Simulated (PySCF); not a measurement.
A geometry optimisation, step by step.

Species: C3H5ClSeSi.
Bonds: Cl1–Si2, Si2–Se3, Se3–C4, C4–C5, C5–C6 (double), C4–C6. Hydrogens: H7, H8 on Si2; H9 on C4; H10 on C5; H11 on C6.

Method: PySCF 2.14.0, PBE0-D3(BJ)/def2-SVP geometry optimisation, gas phase; density fitting, grid level 1; the optimiser is geomeTRIC in internal coordinates, started from a GFN2-xTB structure with every atom displaced at random (about 0.01 Å). The frame can shift and turn from step to step; on so coarse a grid that alone can change the energy by a few meV, and forces under 0.02 eV/Å are noise.

Step 0: E = -88906.2137 eV, largest atomic force 1.747 eV/Å
```
atom  x, y, z in Å  |  force x, y, z in eV/Å
Cl1     2.194    1.245    0.805    0.101   1.658   0.542
Si2     2.093   -0.651    0.186   -0.886  -1.368  -0.103
Se3     0.084   -1.605    0.705    0.297  -0.051   0.158
C4     -1.058   -0.156    0.046   -0.732   0.174   1.330
C5     -1.263    1.095    0.810   -0.127  -0.210  -0.004
C6     -2.268    0.277    0.851    0.983  -0.232  -0.491
H7      2.294   -0.642   -1.259    0.174   0.019  -0.600
H8      3.125   -1.417    0.882    0.375  -0.360   0.167
H9     -1.124   -0.172   -1.016    0.033   0.003  -1.299
H10    -0.796    2.007    1.122    0.270   0.517   0.128
H11    -3.242   -0.007    1.197   -0.488  -0.151   0.174
```

Step 1: E = -88906.3559 eV, largest atomic force 0.607 eV/Å
```
atom  x, y, z in Å  |  force x, y, z in eV/Å
Cl1     3.379    2.460    2.669   -0.052  -0.536  -0.152
Si2     3.215    0.460    1.984    0.190   0.548   0.179
Se3     1.281   -0.487    2.621   -0.067  -0.011  -0.024
C4      0.091    0.912    1.875   -0.116   0.120  -0.165
C5     -0.114    2.190    2.601   -0.001  -0.028   0.013
C6     -1.096    1.341    2.656   -0.016  -0.039   0.020
H7      3.409    0.550    0.510   -0.084   0.002  -0.004
H8      4.312   -0.341    2.596   -0.002   0.009   0.002
H9      0.060    0.865    0.771    0.070  -0.066   0.197
H10     0.350    3.131    2.882    0.017  -0.006  -0.032
H11    -2.079    1.049    3.020    0.061   0.008  -0.035
```

Step 2: E = -88906.3714 eV, largest atomic force 0.365 eV/Å
```
atom  x, y, z in Å  |  force x, y, z in eV/Å
Cl1     3.387    2.430    2.745   -0.019  -0.292  -0.093
Si2     3.214    0.471    1.997    0.081   0.332   0.130
Se3     1.285   -0.492    2.635   -0.023  -0.030   0.028
C4      0.094    0.897    1.880   -0.057   0.062  -0.093
C5     -0.110    2.193    2.573    0.016  -0.012   0.035
C6     -1.091    1.345    2.652    0.028  -0.012   0.014
H7      3.354    0.610    0.520   -0.048  -0.005  -0.006
H8      4.325   -0.348    2.555   -0.003  -0.001  -0.008
H9      0.065    0.822    0.783    0.023  -0.038   0.016
H10     0.357    3.141    2.824    0.004   0.002  -0.016
H11    -2.072    1.061    3.023   -0.002  -0.004  -0.007
```

Step 3: E = -88906.3825 eV, largest atomic force 0.139 eV/Å
```
atom  x, y, z in Å  |  force x, y, z in eV/Å
Cl1     3.397    2.388    2.879    0.046   0.117   0.059
Si2     3.198    0.503    2.028   -0.062  -0.092  -0.015
Se3     1.285   -0.499    2.668    0.054  -0.070  -0.014
C4      0.095    0.867    1.866    0.038  -0.039   0.086
C5     -0.084    2.186    2.518   -0.038   0.026  -0.006
C6     -1.070    1.348    2.643    0.010   0.067  -0.018
H7      3.243    0.721    0.555   -0.001  -0.004  -0.005
H8      4.331   -0.346    2.486    0.010  -0.001  -0.014
H9      0.059    0.743    0.777   -0.017  -0.006  -0.085
H10     0.398    3.137    2.726   -0.012   0.005   0.004
H11    -2.045    1.082    3.039   -0.026  -0.004   0.008
```

Step 4: E = -88906.3856 eV, largest atomic force 0.181 eV/Å
```
atom  x, y, z in Å  |  force x, y, z in eV/Å
Cl1     3.441    2.358    2.961    0.036   0.154   0.086
Si2     3.198    0.515    2.042   -0.074  -0.154  -0.056
Se3     1.297   -0.509    2.687    0.000   0.021   0.019
C4      0.097    0.849    1.876    0.014  -0.031  -0.006
C5     -0.087    2.189    2.487    0.059  -0.001  -0.009
C6     -1.071    1.354    2.636    0.002  -0.024   0.004
H7      3.191    0.787    0.577    0.002   0.007  -0.001
H8      4.341   -0.355    2.427    0.005  -0.002  -0.009
H9      0.059    0.695    0.790   -0.025   0.015  -0.041
H10     0.391    3.148    2.663   -0.010   0.010   0.012
H11    -2.048    1.100    3.037   -0.008   0.005   0.001
```

Step 5: E = -88906.3866 eV, largest atomic force 0.163 eV/Å
```
atom  x, y, z in Å  |  force x, y, z in eV/Å
Cl1     3.476    2.323    3.069    0.010   0.104   0.059
Si2     3.183    0.531    2.064   -0.034  -0.148  -0.059
Se3     1.297   -0.522    2.704   -0.013   0.045   0.005
C4      0.096    0.825    1.872    0.000  -0.031  -0.037
C5     -0.069    2.184    2.445    0.050  -0.008  -0.014
C6     -1.059    1.362    2.630    0.000  -0.020   0.013
H7      3.125    0.872    0.615    0.001   0.017   0.008
H8      4.337   -0.359    2.364    0.003   0.004   0.000
H9      0.043    0.639    0.790   -0.016   0.022   0.009
H10     0.416    3.145    2.585   -0.005   0.006   0.017
H11    -2.035    1.130    3.047    0.004   0.009  -0.003
```

Step 6: E = -88906.3877 eV, largest atomic force 0.040 eV/Å
```
atom  x, y, z in Å  |  force x, y, z in eV/Å
Cl1     3.466    2.311    3.104   -0.005   0.004   0.006
Si2     3.171    0.527    2.071    0.013  -0.035  -0.015
Se3     1.287   -0.534    2.696   -0.015   0.012  -0.011
C4      0.092    0.817    1.863   -0.008  -0.003  -0.030
C5     -0.049    2.180    2.432    0.005   0.000  -0.014
C6     -1.048    1.373    2.630    0.006  -0.001   0.015
H7      3.109    0.896    0.629   -0.003   0.010   0.005
H8      4.330   -0.362    2.354   -0.002   0.002   0.006
H9      0.026    0.628    0.781    0.001   0.009   0.031
H10     0.448    3.137    2.566    0.001  -0.003   0.012
H11    -2.022    1.156    3.058    0.007   0.005  -0.005
```

Step 7: E = -88906.3881 eV, largest atomic force 0.046 eV/Å
```
atom  x, y, z in Å  |  force x, y, z in eV/Å
Cl1     3.450    2.300    3.115   -0.004  -0.043  -0.016
Si2     3.164    0.516    2.071    0.020   0.034   0.016
Se3     1.274   -0.543    2.678   -0.001  -0.006  -0.021
C4      0.088    0.820    1.855   -0.013   0.010   0.000
C5     -0.035    2.183    2.429   -0.010   0.005  -0.006
C6     -1.038    1.384    2.635    0.002   0.011   0.004
H7      3.115    0.897    0.632   -0.003   0.000   0.000
H8      4.323   -0.371    2.361   -0.004  -0.005   0.004
H9      0.009    0.636    0.773    0.004  -0.003   0.016
H10     0.470    3.135    2.562    0.006  -0.005   0.008
H11    -2.010    1.174    3.074    0.003   0.002  -0.004
```

Step 8: E = -88906.3878 eV, largest atomic force 0.091 eV/Å
```
atom  x, y, z in Å  |  force x, y, z in eV/Å
Cl1     3.440    2.268    3.144   -0.003  -0.063  -0.032
Si2     3.156    0.499    2.071    0.013   0.081   0.041
Se3     1.255   -0.557    2.648    0.010  -0.020  -0.023
C4      0.079    0.825    1.845   -0.008   0.022   0.027
C5     -0.015    2.190    2.421   -0.017   0.007   0.001
C6     -1.026    1.405    2.644    0.002   0.011  -0.001
H7      3.119    0.905    0.638    0.002  -0.008  -0.006
H8      4.310   -0.393    2.359   -0.007  -0.015  -0.002
H9     -0.020    0.644    0.765    0.003  -0.008  -0.008
H10     0.505    3.134    2.549    0.009  -0.005   0.005
H11    -1.993    1.209    3.099   -0.004  -0.001  -0.001
```

Step 9: E = -88906.3879 eV, largest atomic force 0.086 eV/Å
```
atom  x, y, z in Å  |  force x, y, z in eV/Å
Cl1     3.441    2.246    3.146   -0.001  -0.050  -0.026
Si2     3.153    0.484    2.065   -0.002   0.076   0.040
Se3     1.241   -0.562    2.625    0.013  -0.024  -0.015
C4      0.071    0.837    1.840    0.002   0.020   0.035
C5     -0.006    2.199    2.425   -0.014   0.007   0.005
C6     -1.022    1.421    2.653    0.002   0.007  -0.003
H7      3.133    0.895    0.634    0.004  -0.010  -0.008
H8      4.298   -0.419    2.363   -0.006  -0.018  -0.007
H9     -0.039    0.662    0.761   -0.001  -0.005  -0.024
H10     0.524    3.138    2.555    0.009  -0.003   0.003
H11    -1.986    1.230    3.116   -0.006   0.000   0.001
```

Step 10: E = -88906.3880 eV, largest atomic force 0.025 eV/Å
```
atom  x, y, z in Å  |  force x, y, z in eV/Å
Cl1     3.454    2.230    3.144    0.000  -0.006  -0.002
Si2     3.154    0.475    2.060   -0.011   0.020   0.011
Se3     1.236   -0.562    2.615    0.003  -0.011  -0.005
C4      0.067    0.846    1.842    0.007   0.007   0.018
C5     -0.005    2.206    2.431    0.001   0.003   0.004
C6     -1.022    1.430    2.659    0.001  -0.002  -0.001
H7      3.140    0.888    0.629    0.004  -0.005  -0.005
H8      4.288   -0.439    2.358   -0.003  -0.012  -0.008
H9     -0.045    0.674    0.762   -0.004   0.004  -0.018
H10     0.528    3.143    2.562    0.005  -0.001   0.005
H11    -1.986    1.240    3.122   -0.004   0.003   0.001
```

**Question.** Summarise the path.

**Answer.** The energy falls by 4.02 kcal/mol from step 0 to step 10; nine tenths of that is first reached at step 2. It rises by more than 0.2 meV at step 8. The largest force goes from 1.747 to 0.025 eV/Å. Among the bonds Cl1–Si2 changes most, from 1.997 to 2.084 Å; the atoms move by 0.313 Å rms after alignment.

**Question.** Follow the three bonds and two angles with the largest change from start to end.

**Answer.** 
```csv
step,E above end (kcal/mol),largest force (eV/Å),Cl1–Si2 (Å),C4–H9 (Å),C4–C6 (Å),C6–C4–H9 (°),Si2–Se3–C4 (°)
0,4.02,1.747,1.997,1.064,1.516,119.0,97.3
1,0.74,0.607,2.120,1.105,1.485,121.0,96.5
2,0.38,0.365,2.104,1.100,1.483,121.3,96.2
3,0.13,0.139,2.078,1.097,1.481,122.1,95.1
4,0.06,0.181,2.074,1.098,1.482,121.9,94.7
5,0.03,0.163,2.076,1.100,1.482,121.8,94.0
6,0.01,0.040,2.083,1.100,1.482,121.7,93.8
7,0.00,0.046,2.086,1.100,1.482,121.8,93.8
8,0.00,0.091,2.088,1.099,1.482,121.8,94.0
9,0.00,0.086,2.088,1.099,1.482,121.8,94.3
10,0.00,0.025,2.084,1.099,1.482,121.9,94.5
```

The cost below is that of the whole optimisation. Hardware: one thread, Arm Neoverse V1 (aarch64), on a shared host. Cost: 1.9 min wall, 0.53 GiB resident at most.
